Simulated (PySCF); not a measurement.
Atoms are numbered as in `[CH3:1][O:2][Si@@:3]([NH2:4])([OH:5])[N:6]([SiH3:7])[SiH3:8]`; H(Xn) means a hydrogen on atom n.

- structure optimised with GFN2-xTB
- shielding tensors at PBE0/pcSseg-1 (GIAO)
- program: PySCF
- fast rotation and ring inversion assumed for equivalent nuclei, in vacuum, non-relativistic, single conformer

Scale: ¹³C and ¹H and ²⁹Si vs TMS; ¹⁷O against H2O; ¹⁵N vs NH3 (reference shieldings calculated alike).

| atoms | nucleus | count | Hirshfeld charge | δ (ppm) |
| --- | --- | --- | --- | --- |
| Si7/Si8 | ²⁹Si | 2 | 0.34 | -53.6 |
| H(C1) | ¹H | 3 | 0.05 | 4.02 |
| Si3 | ²⁹Si | 1 | 0.51 | -52.3 |
| H(N4) | ¹H | 2 | 0.11 | ? |
| C1 | ¹³C | 1 | -0.03 | 52.4 |
| H(O5) | ¹H | 1 | 0.17 | 1.80 |
| O2 | ¹⁷O | 1 | -0.21 | 26.8 |
| O5 | ¹⁷O | 1 | -0.30 | 51.4 |
| N6 | ¹⁵N | 1 | -0.36 | ? |
| H(Si7)/H(Si8) | ¹H | 6 | -0.08 | 4.65 |
| N4 | ¹⁵N | 1 | -0.33 | ? |

**Question.** Complete the table.

**Answer.** 
- H(N4): 0.53 ppm, hydrogen on a nitrogen bonded to Si; exchangeable; this is the value without hydrogen bonding to other molecules
- N4: 22.1 ppm, nitrogen bonded to Si, 2 H
- N6: 19.1 ppm, nitrogen bonded to 3 Si

The OH or NH signal is concentration- and solvent-dependent in practice; the value given is the gas-phase one. Shifts are as computed. Against solution values, carbons near 30 ppm lie about +3 ppm off and those near 130 ppm about +5 ppm. Of 1309 compounds with measured shifts, 239 miss one by over three times the rms of a fit or turn the order of signals round; such compounds aren't used in these exercises. Experimental scales use liquid or dissolved standards, which lie at an offset from isolated NH3 (liquid NH3: subtract about 20 ppm) and H2O (liquid H2O: subtract about 36 ppm).
